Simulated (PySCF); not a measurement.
**Continuum solvent and chemical shifts**

Bonds (- single, = double, # triple, : aromatic): C1-C2, C2#C3, C3-C4, C4-C5, C5:C6, C6:C7, C7:N8, N8:C9, C9:C10, C10-Cl11, C10:C5. C1 carries H12, H13, H14; C4 carries H15, H16; C6 carries H17; C7 carries H18; C9 carries H19.

GIAO PBE0/pcSseg-1 in PySCF 2.14 on one PBE0-D3(BJ)/def2-SVP conformer, non-relativistic, equivalent nuclei averaged. Solvents enter as an IEF-PCM continuum (chloroform with ε = 4.7, water with ε = 78.4) around the gas-phase geometry. Shifts are referred to TMS computed in the same medium.

In chloroform, δ in ppm: C9 155.0, C7 154.6, C5 151.8, C10 141.9, C6 129.8, C2 90.9, C3 78.6, C4 25.7, C1 4.6, H18 8.69, H19 8.65, H17 7.84, H15/H16 3.69, H12/H13/H14 2.13. Dipole moment 3.58 D.

(1) How does each δ change in the more polar medium?

(2) Which nuclei move most (in ppm), and what does the model miss?

Answers

(1) 
```
      atoms                                         environment  Δδ, water
         C9                 aromatic CH next to a ring nitrogen       +0.3
         C7                 aromatic CH next to a ring nitrogen       +0.5
         C5                         substituted aromatic carbon       +1.2
        C10                    aromatic carbon bearing chlorine       +0.5
         C6                                         aromatic CH       +0.6
         C2                                       alkyne carbon       +0.9
         C3                                       alkyne carbon       +0.2
         C4                         sp3 CH2 on an aromatic ring       +0.2
         C1                           propargylic methyl carbon        0.0
        H18  hydrogen on an aromatic CH next to a ring nitrogen      +0.03
        H19  hydrogen on an aromatic CH next to a ring nitrogen      +0.01
        H17                          hydrogen on an aromatic CH      +0.07
    H15/H16          hydrogen on an sp3 CH2 on an aromatic ring      +0.06
H12/H13/H14             hydrogen on a propargylic methyl carbon      +0.04
```

Changes are relative to chloroform. The dipole moment becomes 3.80 D in water.

(2) C5 (substituted aromatic carbon, +1.2 ppm) in water. A continuum only polarises the solute; specific hydrogen bonds, the anisotropy of aromatic solvents and changes of geometry or conformer are outside it.
